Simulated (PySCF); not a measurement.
**Computed structure and properties of [Eu(NH3)]3+**

System: [Eu(NH3)]3+ (singlet in the valence; each metal's 4f electrons, 6 of them, lie in its core potential, out of spins and levels); start: template (C3v). Method: PySCF 2.14.0, RKS TPSS, Eu lcecp-1-SVP with ECP52, N def2-SVP, H def2-SVP; non-relativistic Hamiltonian with scalar-relativistic core potentials where named; density fitting; no spin-orbit coupling.

Input of the relaxation:

```python
mol = gto.M(atom='''
Eu     0.00000     0.00000    -0.26206
N     -0.00000    -0.00000     2.28294
H      0.93916     0.00004     2.68094
H     -0.46961     0.81332     2.68094
H     -0.46955    -0.81335     2.68094''',
    basis={'Eu': 'lcecp-1-SVP', 'N': 'def2-SVP', 'H': 'def2-SVP'},
    ecp={'Eu': 'lcecp-1-SVP'},
    charge=3, spin=0)
mf = dft.RKS(mol, xc='TPSS')
mf.grids.atom_grid = (50, 194)  # f atoms: unpruned, at least (60, 302)
mf = mf.density_fit()  # fitting sets: Eu AutoAux, N def2-universal-JKFIT, H def2-universal-JKFIT
mf.conv_tol = 1e-08; mf.max_cycle = 55
mf.kernel(dm0)  # dm0: converged density of the start geometry
# quasi-Newton relaxation in Cartesian coordinates to a largest gradient under 0.00045 Eh/bohr, steps kept in the point group
```

Run from Python with OMP_NUM_THREADS=2; the lines above give its settings. Where DIIS fails, smearing, a level shift and second-order steps follow.
It took 11 s on 2 threads of Arm Neoverse V2, with other jobs on the host, from the converged density of the start.

Course of the relaxation:

```
step  energy above end (eV)  largest force component within the symmetry (eV/Å)
   0                 0.1435                                               2.513
   1                 0.0528                                               1.054
   2                 0.0175                                               0.481
   3                 0.0051                                               0.316
   4                 0.0009                                               0.201
   5                 0.0000                                               0.015
   6                 0.0000                                               0.006
```

Relaxed geometry (C3v):

```xyz
5

Eu    0.0000    0.0000   -0.1646
N     0.0000    0.0000    2.2146
H     0.9499    0.0000    2.6713
H    -0.4750    0.8226    2.6713
H    -0.4749   -0.8226    2.6713
```

```json
{"contact": "Eu1–N2 (NH3)", "Å": "2.379"}
```

On the finer grid (75, 302):

```yaml
HOMO: -26.09 eV
LUMO: -21.04 eV
Dipole_about_the_centre_of_mass: 3.84 D
Set_of_Mulliken_populations_of_Eu1_outside_the_core_potential: s 2.08, p 6.04, d 0.40, f 0.02
D3_BJ_dispersion_energy_not_in_the_energies: -0.084 eV
```

| atom | Mulliken (e) | Löwdin (e) | spin (e) |
| --- | --- | --- | --- |
| Eu1 | 2.46 | 2.38 | 0.00 |
| N2 | -0.33 | 0.02 | 0.00 |
| H3 | 0.29 | 0.20 | 0.00 |
| H4 | 0.29 | 0.20 | 0.00 |
| H5 | 0.29 | 0.20 | 0.00 |

The 4f levels lie in the core potential and are missing. Their spin isn't counted.

No frequency check is given for this geometry.

Taking off one NH3 (charge 0, singlet; the rest: singlet) in vacuum, both parts rigid, costs 5.60 eV; the small basis without counterpoise inflates it. Parting with an electron moved from the ligand to the metal can be far cheaper, even downhill.

Rigid scan of NH3 along the line from its metal:

(distance to N2 (Å), energy (eV)): (2.08, 0.584), (2.18, 0.225), (2.28, 0.049), (2.38, 0.000), (2.48, 0.038), (2.58, 0.133), (2.78, 0.417)

One start shape was tried, so this needn't be the lowest isomer.

An lcecp potential fixes the number of 4f electrons, so in runs with it no electron can move into or out of that shell.
